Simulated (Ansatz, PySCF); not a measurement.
**Bi(CH3)2I in two programs**

Bi(CH3)2I (singlet), relaxed with PySCF 2.14.0, RKS BP86, Bi def2-SVP with ECP60, C def2-SVP, H def2-SVP, I def2-SVP with ECP28; non-relativistic Hamiltonian with scalar-relativistic core potentials where named; density fitting; no spin-orbit coupling:

```xyz
10

Bi    0.4276    0.7405    0.8293
C     2.3887    0.7897   -0.3817
H     2.1494    0.8701   -1.4584
H     2.9762    1.6707   -0.0513
H     2.9567   -0.1397   -0.1836
C    -0.5101    2.4636   -0.3817
H    -0.3207    2.2965   -1.4584
H    -1.5989    2.4910   -0.1835
H    -0.0406    3.4128   -0.0512
I    -0.7956   -1.3778   -0.6801
```

There the HOMO–LUMO gap is 3.11 eV. 

The same geometry by Ansatz 0.2.0 (PBE, PAW, a periodic box with 9 Å of vacuum):

```
spin-orbit coupling  gap (eV)  largest force component (eV/Å)
            without      3.20                            0.38
```

(1) What does the run with spin-orbit coupling give?

The spin-orbit runs use fully relativistic datasets of their own, so changes of a few hundredths of an eV needn't come from the coupling.

The two programs differ in functional, so their gaps don't test each other.

Answers

(1) gap (eV): 2.92, largest force component (eV/Å): 0.39. It took 20 s on 2 threads of Intel(R) Xeon(R) 6975P-C (Granite Rapids), on a shared host, peak memory 2.9 GiB.
